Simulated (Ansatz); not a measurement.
The first iterations of a band of CH7BFGeNO (13 atoms, charge 0, multiplicity 1).

Theory: RKS PBE0/def2-SVP (Ansatz 0.2.0).

| Item | Value |
| --- | --- |
| movable images | 2 |
| climbing image | yes |
| spring | 5.0 eV/Å² |
| optimiser | quadratic models (default) |
| start path | IDPP |
| force threshold | 0.05 eV/Å |
| iteration limit | 60 |
| end points | relaxed |

Initial state:

```xyz
13
Properties=species:S:1:pos:R:3
C -1.162 -1.505 0.679
Ge 0.024 -0.312 -0.288
N 1.728 -0.585 0.288
F -0.126 -0.843 -1.975
B -0.381 1.724 -0.336
O 0.682 2.550 -0.327
H -0.844 -2.549 0.539
H -2.191 -1.405 0.304
H -1.151 -1.276 1.755
H 2.425 0.044 -0.102
H 2.078 -1.538 0.259
H -1.508 2.176 -0.398
H 0.446 3.484 -0.382
```

Final state:

```xyz
13
Properties=species:S:1:pos:R:3
C -0.886 -1.432 0.798
Ge 0.152 -0.282 -0.368
N 1.922 -0.578 -0.048
F -0.239 -0.831 -2.009
B -0.218 1.759 -0.368
O -1.307 2.200 0.289
H -0.605 -2.485 0.648
H -1.957 -1.321 0.579
H -0.712 -1.165 1.851
H 2.570 -0.052 -0.628
H 2.220 -1.549 -0.016
H 0.507 2.544 -0.949
H -1.427 3.156 0.235
```

| iteration | highest image above the first end (eV) | largest band force component (eV/Å) |
| --- | --- | --- |
| 1 | 0.076 | 0.422 |
| 2 | 0.052 | 0.312 |

Q: Does the band converge within its limit, and where does its top end?

A: It converged. It ended after 5 iterations with the highest image 0.044 eV above the first end. Another band between the same ends (5 images) ends at a top of the same energy, where a vibrational analysis finds 1 clearly imaginary mode. So few images can step over the top or miss a turn of the path.

Time of the run: 55 s on 2 threads of Arm Neoverse V2 (shared host), peak memory 0.42 GiB.
